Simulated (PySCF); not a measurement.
B(F)(NHMe)(OMe) (C₂H₇BFNO), SMILES COB(NC)F.

The structure is a stationary point at r2SCAN-D4/def2-SVP. The structure was generated by enumeration, and PubChem lists no compound with its InChIKey, so it may never have been made. Other conformers were not sampled.

All values below come from M06-2X/def2-TZVP run with PySCF.

Symmetry labels are those of the subgroup Cs that the program uses (full group Cs).

Computed valence orbital energies around the gap with their symmetry:
```
orbital  symmetry  energy (eV)
-------  --------  -----------
HOMO−7         A"       -14.13
HOMO−6         A'       -13.56
HOMO−5         A"       -13.55
HOMO−4         A'       -13.24
HOMO−3         A'       -12.18
HOMO−2         A'       -10.85
HOMO−1         A"       -10.51
HOMO           A"        -8.78
LUMO           A'         1.26
LUMO+1         A'         2.26
LUMO+2         A"         2.51
LUMO+3         A'         2.55
```
